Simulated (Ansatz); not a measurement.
thionyl fluoride anion (F₂OS), SMILES O=S(F)F (connectivity only; charge and spin as stated), charge -1, multiplicity 2.

Coordinates come from a ωB97X-D3(BJ)/def2-SVPD optimisation. The spin state was assumed, not searched.

Two levels are set side by side: PBE/def2-SVPD (Ansatz, a first-principles code) and CAM-B3LYP/def2-SVPD (Ansatz). Energy differences of separate SCF runs at the same geometry; the states with an electron removed or added have multiplicity 1. Differences are taken from unrounded values.

```json
[
 {"quantity": "vertical ionisation energy (eV)", "CAM-B3LYP": "4.19", "PBE": "3.43", "PBE minus CAM-B3LYP": "-0.76"}
]
```
